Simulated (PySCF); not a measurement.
NMR data simulated for an unnamed compound:

¹H NMR (400 MHz, computed): δ 7.56 (m, 2H), 7.49 (m, 2H), 7.43 (m, 1H), 2.51 (s, 3H).

¹³C{¹H} NMR (computed): δ 143.4 (C), 134.3 (CH), 134.0 (CH), 130.7 (CH), 24.3 (CH3).

Computational details: GFN2-xTB structure, PBE0/pcSseg-1 with gauge-including orbitals, in PySCF 2.14.0 with density-fitted response routines (one computed conformer, averaged over atoms made equivalent by symmetry, fast rotation or ring inversion, relativity neglected, no solvent model).

Referencing at the same level of theory: ¹H (31.72 ppm) and ¹³C (186.93 ppm) vs TMS.

Which of these does the molecule contain: a CF3 group, an OH group, a benzene ring, a non-aromatic C=C double bond?

Results:


- A CF3 group: no.
- An OH group: no.
- A benzene ring: yes.
- A non-aromatic C=C double bond: no.

The data belong to SMILES Cc1ccccc1, C₇H₈; they needn't prove each group on their own.

Carbon signals by region: 4 in the sp2 and nitrile region (100–160 ppm), 1 below 50 ppm.

Shifts are as computed. Against solution values, carbons near 30 ppm lie about +3 ppm off and those near 130 ppm about +5 ppm. Of 1211 compounds with measured shifts, 218 miss one by over three times the rms of a fit or turn the order of signals round; such compounds aren't used in these exercises. No couplings were computed; multiplicities are counted from neighbouring protons, with m where these are inequivalent, close in shift, in a saturated or five-membered ring or joined by F or P, and br s for small geminal =CH2 splittings.
